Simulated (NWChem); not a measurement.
System: Si₂H₃F₃; SMILES [Si](F)(F)(F)[SiH3]

Input file for NWChem:

```
start job
memory heap 200 mb stack 900 mb global 1100 mb
geometry units angstroms noautosym nocenter noautoz
  F      0.487937     1.409461     1.015978
  Si     0.000000     0.000000     0.416167
  F      0.976660    -1.127297     1.015978
  F     -1.464598    -0.282164     1.015978
  Si     0.000000     0.000000    -1.908239
  H      1.387960     0.263064    -2.386353
  H     -0.921800     1.070477    -2.386353
  H     -0.466160    -1.333541    -2.386353
end
basis spherical
  * library pcsseg-1
end
dft
  xc kt2
  iterations 150
end
property
  shielding 4 1 2 5 6
  efieldgrad
end
task dft property
```

NWChem printed, in part:

```
             Northwest Computational Chemistry Package (NWChem) 7.3.0
             --------------------------------------------------------

                             Geometry "geometry" -> ""
                             -------------------------

 Output coordinates in angstroms (scale by  1.889725989 to convert to a.u.)

  No.       Tag          Charge          X              Y              Z
 ---- ---------------- ---------- -------------- -------------- --------------
    1 F                    9.0000     0.48793700     1.40946100     1.01597800
    2 Si                  14.0000     0.00000000     0.00000000     0.41616700
    3 F                    9.0000     0.97666000    -1.12729700     1.01597800
    4 F                    9.0000    -1.46459800    -0.28216400     1.01597800
    5 Si                  14.0000     0.00000000     0.00000000    -1.90823900
    6 H                    1.0000     1.38796000     0.26306400    -2.38635300
    7 H                    1.0000    -0.92180000     1.07047700    -2.38635300
    8 H                    1.0000    -0.46616000    -1.33354100    -2.38635300

 Effective nuclear repulsion energy (a.u.)     313.3086140552

                              NWChem Property Module
                              ----------------------

  itol2e modified to match energy
  convergence criterion.

                                 NWChem DFT Module
                                 -----------------

 Summary of "ao basis" -> "ao basis" (spherical)
 ------------------------------------------------------------------------------
       Tag                 Description            Shells   Functions and Types
 ---------------- ------------------------------  ------  ---------------------
 F                          pcsseg-1                 7       17   3s3p1d
 Si                         pcsseg-1                10       24   4s5p1d
 H                          pcsseg-1                 3        5   2s1p

  itol2e modified to match energy
  convergence criterion.

[...]

          -----------------------------------------
          Chemical Shielding Tensors (GIAO, in ppm)
          -----------------------------------------

                                NWChem CPHF Module
                                ------------------

  scftype          =     RHF
  nclosed          =       29
  nopen            =        0
  variables        =     2465
  # of vectors     =        3
  tolerance        = 0.10D-03
  level shift      = 0.00D+00
  max iterations   =       50
  max subspace     =       30

 SCF residual:    5.5203223644324773E-005

Iterative solution of linear equations
  No. of variables     2465
  No. of equations        3
  Maximum subspace       30
        Iterations       50
       Convergence  1.0D-04

   iter   nsub   residual    time
   ----  ------  --------  ---------
     1      3    1.34D-05      38.4

      Atom:    1  F
        Diamagnetic
    464.9890      8.1148      3.5235
      8.1148    485.6180     10.1813
      3.5235     10.1813    466.6646

        Paramagnetic
   -223.0060     17.6814     23.7485
     17.6814   -177.9306     68.6082
     23.7485     68.6082   -209.1974

        Total Shielding Tensor
    241.9830     25.7962     27.2720
     25.7962    307.6874     78.7895
     27.2720     78.7895    257.4672

           isotropic =     269.0459
          anisotropy =     159.6812

          Principal Components and Axis System
                 1           2           3
              375.5000    233.0655    198.5721

      1         0.2670      0.9449     -0.1892
      2         0.7719     -0.3273     -0.5450
      3         0.5770      0.0006      0.8168

      Atom:    2  Si
        Diamagnetic
    882.4066     -0.0000     -0.0000
     -0.0000    882.4066     -0.0000
     -0.0000     -0.0000    882.1386

        Paramagnetic
   -504.3191      0.0000      0.0000
      0.0000   -504.3191      0.0000
      0.0000      0.0000   -455.2281

        Total Shielding Tensor
    378.0875      0.0000      0.0000
      0.0000    378.0875      0.0000
      0.0000      0.0000    426.9106

           isotropic =     394.3619
          anisotropy =      48.8230

          Principal Components and Axis System
                 1           2           3
              426.9106    378.0875    378.0875

      1         0.0000      0.0195      0.9998
      2         0.0000      0.9998     -0.0195
      3         1.0000     -0.0000     -0.0000

      Atom:    3  Si
        Diamagnetic
    881.6685     -0.0000      0.0000
     -0.0000    881.6685      0.0000
      0.0000      0.0000    888.5224

        Paramagnetic
   -397.7521      0.0000     -0.0000
      0.0000   -397.7524     -0.0000
     -0.0000     -0.0000   -414.3173

        Total Shielding Tensor
    483.9164      0.0000     -0.0000
      0.0000    483.9160     -0.0000
     -0.0000     -0.0000    474.2051

           isotropic =     480.6792
          anisotropy =       4.8558

          Principal Components and Axis System
                 1           2           3
              483.9164    483.9160    474.2051

      1         1.0000     -0.0011      0.0000
      2         0.0011      1.0000      0.0000
      3        -0.0000     -0.0000      1.0000

      Atom:    4  H
        Diamagnetic
     35.0575      2.2552     -5.2690
      2.2552     23.5850     -0.9992
     -5.2690     -0.9992     27.7818

        Paramagnetic
     -3.8827     -1.0069      2.2932
     -1.0069      1.2394      0.4344
      2.2932      0.4344     -0.5185

[...]
```

Level: KT2/pcSseg-1, GIAO. Coordinates come from a PBE0/def2-SVP optimisation. NWChem prints the field gradient with the sign opposite to the second derivative of the potential. The output numbers the shielded atoms by their place in the input's list. The printed shielding anisotropy is the first printed principal value minus the mean of the other two.
